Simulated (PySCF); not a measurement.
## How methods differ on the excitation energy of Ge+

Ge+ [Ar] 3d10 4s2 4p1 (2P) → Ge+ [Ar] 3d10 4s1 4p1 4d1 (high-spin determinant), as a difference of total energies. All numbers are calculated (PySCF 2.14, a scalar-relativistic core potential, in aug-cc-pVQZ-PP with one added diffuse shell each of s, p, d, f, g type with ECP10MDF (8s7p6d4f3g, 114 functions)). Correlated levels: valence: 3s2 3p6 3d10 frozen. The calculations carry no spin-orbit coupling.

```tsv
method	excitation energy (cm⁻¹)
UHF	120570
PBE	129910
r2SCAN	129850
revPBE	128270
r2SCANh	129710
PW91	130240
MP2 (valence)	127140
SCS-MP2 (valence)	129850
```

Task: Estimate what LDA gives.

Result: 133560 cm⁻¹, closest to PW91 among the rows shown.

Task: Estimate what PBE0 gives.

Result: 129180 cm⁻¹, closest to r2SCANh among the rows shown.

The upper state lies above the first ionisation limit, but in LS coupling its spin forbids autoionisation to the ground ion.

The promoted electron is Rydberg-like, and one or two diffuse shells describe it only roughly, which tends to raise the upper state.

The determinant of the upper state mixes LS terms, which raises its energy above the lowest term, most at the Hartree-Fock and MP2 levels.
